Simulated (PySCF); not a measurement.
Al(AsH2)2(F) (AlAs2FH4), SMILES [F][Al]([AsH2])[AsH2]. Atoms are numbered in the order given.

```xyz
8

Al     0.5869    -0.0964     0.3049
As    -1.2772    -1.3767     1.1058
H     -0.4611    -2.6552     1.0011
H     -1.8204    -1.4980    -0.3102
As     0.5447     1.4998    -1.4857
H      1.1765     2.5480    -0.5835
H     -0.8745     1.9038    -1.1153
F      2.0581    -0.3452     1.0646
```

Coordinates come from a ωB97X-D3(BJ)/def2-SVP optimisation. The structure was generated by enumeration; whether it is a known compound was not checked.

These are PBE0/def2-TZVP (PySCF) values and carry that method's errors.

Computed frontier levels, gap, dipole moment and polarisability:
```yaml
highest_occupied_level: -7.07 eV
lowest_empty_level: -1.24 eV
orbital_gap: 5.83 eV
dipole_moment: 1.36 D
quadrupole, principal values (traceless, Buckingham form, about the centre of nuclear charge): -4.86, -3.20, 8.06 D·Å
mean_static_polarisability: 91.8 bohr³ (13.60 Å³)
polarisability_principal_values: 72.3, 79.4, 123.6 bohr³
```
